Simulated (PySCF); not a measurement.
Predicted microwave data (PBE0/def2-SVPD in PySCF (dipole) on a GFN2-xTB geometry, gas phase) for one isomer of C6H7O2P:

| Quantity | Value |
| --- | --- |
| Rotational constants | A = 3349, B = 939.7, C = 740.6 MHz |
| Dipole components | \|μa\| = 2.84 D, \|μb\| = 1.19 D, \|μc\| = 0.05 D |
| Inertial defect | -6.31 u·Å² |
| κ | -0.85 |

Task: Which structure is it? (One computed conformer of each.)
A. `[CH3:1][C:2](=[O:3])[c:4]1[cH:5][o:6][c:7]([CH3:8])[p:9]1` with C1–C2–C4–C5 -179°
B. `[CH2:1]=[CH:2][c:3]1[p:4][cH:5][o:6][c:7]1[O:8][CH3:9]` with C1–C2–C3–P4 0°, O6–C7–O8–C9 0°

Result: A. It is CC(=O)c1coc(C)p1, an asymmetric top. The candidates at the same level (rigid rotor, commonest isotopes):

| SMILES | A (MHz) | B (MHz) | C (MHz) | μa (D) | μb (D) | μc (D) | Δ (u·Å²) | point group | rotor |
| --- | --- | --- | --- | --- | --- | --- | --- | --- | --- |
| CC(=O)c1coc(C)p1 | 3349 | 939.7 | 740.6 | 2.84 | 1.19 | 0.05 | -6.31 | near Cs | asymmetric top |
| C=Cc1pcoc1OC | 2072 | 1255 | 785.5 | 2.79 | 0.05 | 0.00 | -3.20 | Cs | asymmetric top |

`C=Cc1pcoc1OC` has A 38 % too low. No structure here is proved a minimum.
